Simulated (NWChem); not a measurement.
System: C₄H₆O; SMILES O=CC1CC1

NWChem printed, in part:

```
             Northwest Computational Chemistry Package (NWChem) 7.3.0
             --------------------------------------------------------

 CS  symmetry detected

                             Geometry "geometry" -> ""
                             -------------------------

 Output coordinates in angstroms (scale by  1.889725989 to convert to a.u.)

  No.       Tag          Charge          X              Y              Z
 ---- ---------------- ---------- -------------- -------------- --------------
    1 O                    8.0000    -0.57838899     1.66875022     0.00000000
    2 C                    6.0000     0.50517649     1.13964516     0.00000000
    3 C                    6.0000     0.70962175    -0.32808327     0.00000000
    4 C                    6.0000    -0.31341647    -1.16735190    -0.73972100
    5 C                    6.0000    -0.31341647    -1.16735190     0.73972100
    6 H                    1.0000     1.44138621     1.75454684     0.00000000
    7 H                    1.0000     1.74898530    -0.66689084     0.00000000
    8 H                    1.0000     0.05786516    -2.04557346    -1.27353200
    9 H                    1.0000    -1.10339087    -0.60382974    -1.24385100
   10 H                    1.0000     0.05786516    -2.04557346     1.27353200
   11 H                    1.0000    -1.10339087    -0.60382974     1.24385100

 Effective nuclear repulsion energy (a.u.)     166.8618815859

      Symmetry information
      --------------------

 Group name             Cs
 Group number              2
 Group order               2
 No. of unique centers     8

                                 NWChem DFT Module
                                 -----------------

 Summary of "ao basis" -> "ao basis" (spherical)
 ------------------------------------------------------------------------------
       Tag                 Description            Shells   Functions and Types
 ---------------- ------------------------------  ------  ---------------------
 O                          def2-svp                 6       14   3s2p1d
 C                          def2-svp                 6       14   3s2p1d
 H                          def2-svp                 3        5   2s1p

      Symmetry analysis of basis
      --------------------------

        a'         62
        a"         38

            General Information
            -------------------
          SCF calculation type: DFT
          Wavefunction type:  closed shell.
          No. of atoms     :    11
          No. of electrons :    38
           Alpha electrons :    19
            Beta electrons :    19
          Charge           :     0
          Spin multiplicity:     1
          Use of symmetry is: on ; symmetry adaption is: on
          Maximum number of iterations: 150
          AO basis - number of functions:   100
                     number of shells:    48
          Convergence on energy requested:  1.00D-06
          Convergence on density requested:  1.00D-05
          Convergence on gradient requested:  5.00D-04

              XC Information
              --------------
                       M06-2X Method XC Functional
                     Hartree-Fock (Exact) Exchange  0.540
                        M06-2X Exchange Functional  1.000
                      M06-2X Correlation Potential  1.000

             Grid Information
             ----------------
          Grid used for XC integration:  medium
          Radial quadrature: Mura-Knowles
          Angular quadrature: Lebedev.
          Tag              B.-S. Rad. Rad. Pts. Rad. Cut. Ang. Pts.
          ---              ---------- --------- --------- ---------
          O                   0.60       49          11.0       434
          C                   0.70       49          10.0       434
          H                   0.35       45          11.0       434
          Grid pruning is: on
          Number of quadrature shells:   376
          Spatial weights used:  Erf1

      Superposition of Atomic Density Guess
      -------------------------------------

 Sum of atomic energies:        -228.18607004

      Non-variational initial energy
      ------------------------------

 Total energy =    -231.455318
 1-e energy   =    -638.170117
 2-e energy   =     239.852917
 HOMO         =      -0.324711
 LUMO         =      -0.030927

      Symmetry analysis of molecular orbitals - initial
      -------------------------------------------------

  Numbering of irreducible representations:

     1 a'          2 a"

  Orbital symmetries:

     1 a'          2 a'          3 a"          4 a'          5 a'
     6 a'          7 a'          8 a'          9 a"         10 a'
    11 a'         12 a'         13 a'         14 a"         15 a'
    16 a"         17 a'         18 a"         19 a'         20 a"
    21 a'         22 a'         23 a"         24 a'         25 a'
    26 a"         27 a"         28 a'         29 a'

[...]

                         DFT ENERGY GRADIENTS

    atom               coordinates                        gradient
                 x          y          z           x          y          z
   1 O      -1.092997   3.153481   0.000000   -0.003699   0.003214   0.000000
   2 C       0.954645   2.153617   0.000000    0.001564  -0.004971   0.000000
   3 C       1.340991  -0.619987   0.000000   -0.001244   0.003653   0.000000
   4 C      -0.592271  -2.205975  -1.397870    0.000347  -0.000172   0.002062
   5 C      -0.592271  -2.205975   1.397870    0.000347  -0.000172  -0.002062
   6 H       2.723825   3.315613   0.000000    0.002426   0.000822   0.000000
   7 H       3.305103  -1.260241   0.000000    0.001516  -0.000421   0.000000
   8 H       0.109349  -3.865573  -2.406627    0.000241  -0.001010  -0.001029
   9 H      -2.085106  -1.141073  -2.350538   -0.000870   0.000033  -0.000885
  10 H       0.109349  -3.865573   2.406627    0.000241  -0.001010   0.001029
  11 H      -2.085106  -1.141073   2.350538   -0.000870   0.000033   0.000885
```

Level: M06-2X/def2-SVP. The geometry was optimised at PBE0/def2-SVP.

Q: Reconstruct the input file.

A: This is not unique; one that fits is the input that was run:
```
start job
memory heap 200 mb stack 900 mb global 1100 mb
geometry units angstroms noautoz
  O     -0.584791     1.661495     0.000000
  C      0.500275     1.135474     0.000000
  C      0.708894    -0.331667     0.000000
  C     -0.311753    -1.173842    -0.739721
  C     -0.311753    -1.173842     0.739721
  H      1.434732     1.753036     0.000000
  H      1.749217    -0.667517     0.000000
  H      0.062025    -2.051004    -1.273532
  H     -1.103327    -0.612569    -1.243851
  H      0.062025    -2.051004     1.273532
  H     -1.103327    -0.612569     1.243851
end
basis spherical
  O library def2-svp
  C library def2-svp
  H library def2-svp
end
dft
  xc m06-2x
  iterations 150
  mulliken
end
task dft gradient
```
